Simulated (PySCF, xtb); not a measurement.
C3H4ClFSi, SMILES C([Si@@H](CF)Cl)#C. The values are those of a single conformer.

Harmonic wavenumbers (cm⁻¹) from GFN2-xTB in xtb at its own minimum, in rising order: 48, 92, 117, 139, 256, 282, 298, 491, 609, 618, 655, 687, 689, 720, 778, 1031, 1202, 1280, 1439, 2204, 2279, 2941, 2949, 3357.

Problem. What does PySCF with PBE0-D3(BJ)/def2-SVP give at its own minimum? (An estimate is asked for; the answer gives what the named calculation found.)

Solution. 69, 111, 127, 154, 271, 333, 343, 552, 637, 712, 739, 751, 761, 809, 872, 1103, 1240, 1311, 1452, 2171, 2283, 3055, 3122, 3473. Paired by order, the mean absolute difference is 56 cm⁻¹ and the zero-point energies are 36.0 and 37.8 kcal/mol.
